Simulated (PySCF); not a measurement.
C4H9FSi. Atoms are numbered in the order given.

```xyz
15

C      1.3209    -1.3133     0.0000
C     -0.0663    -0.7042     0.0000
F     -0.9768    -1.7492     0.0000
C     -0.2974     0.2562    -1.1882
Si     0.0942     1.6824     0.0000
C     -0.2974     0.2562     1.1882
H      1.4546    -1.9399    -0.8939
H      1.4546    -1.9399     0.8939
H      2.0996    -0.5357     0.0000
H     -1.3737     0.2695    -1.4240
H      0.2681     0.0426    -2.1052
H      1.5181     2.1333     0.0000
H     -0.8013     2.8768     0.0000
H      0.2681     0.0426     2.1052
H     -1.3737     0.2695     1.4240
```

Geometry optimised at PBE0-D3(BJ)/def2-SVP. This is a generated structure with no PubChem entry under its InChIKey; it may be hypothetical.

The numbers are results of CAM-B3LYP/def2-TZVP run with PySCF, not measurements.

ESP charges are fitted to the potential on shells at 1.4 to 2.0 van der Waals radii. Atomic charges (e):

```json
[
 {"atom": "C1", "ESP fit": "-0.63", "Löwdin": "-0.26"},
 {"atom": "C2", "ESP fit": "0.84", "Löwdin": "-0.44"},
 {"atom": "F3", "ESP fit": "-0.36", "Löwdin": "0.12"},
 {"atom": "C4", "ESP fit": "-0.64", "Löwdin": "-0.31"},
 {"atom": "Si5", "ESP fit": "0.49", "Löwdin": "0.33"},
 {"atom": "C6", "ESP fit": "-0.64", "Löwdin": "-0.31"},
 {"atom": "H7", "ESP fit": "0.16", "Löwdin": "0.13"},
 {"atom": "H8", "ESP fit": "0.16", "Löwdin": "0.13"},
 {"atom": "H9", "ESP fit": "0.16", "Löwdin": "0.13"},
 {"atom": "H10", "ESP fit": "0.18", "Löwdin": "0.15"},
 {"atom": "H11", "ESP fit": "0.16", "Löwdin": "0.13"},
 {"atom": "H12", "ESP fit": "-0.11", "Löwdin": "-0.04"},
 {"atom": "H13", "ESP fit": "-0.10", "Löwdin": "-0.04"},
 {"atom": "H14", "ESP fit": "0.16", "Löwdin": "0.13"},
 {"atom": "H15", "ESP fit": "0.18", "Löwdin": "0.15"}
]
```

Computed Mayer and Wiberg (Löwdin basis) orders of the bonds:
| bond | Mayer | Wiberg |
|---|---|---|
| C1–C2 | 0.97 | 1.21 |
| C2–F3 | 1.02 | 1.58 |
| C2–C4 | 0.91 | 1.13 |
| C4–Si5 | 0.96 | 1.08 |
| C2–C6 | 0.91 | 1.13 |
| Si5–C6 | 0.96 | 1.08 |
| C1–H7 | 0.98 | 0.89 |
| C1–H8 | 0.98 | 0.89 |
| C1–H9 | 0.95 | 0.88 |
| C4–H10 | 0.95 | 0.84 |
| C4–H11 | 0.96 | 0.88 |
| Si5–H12 | 0.96 | 0.93 |
| Si5–H13 | 0.96 | 0.94 |
| C6–H14 | 0.96 | 0.88 |
| C6–H15 | 0.95 | 0.84 |
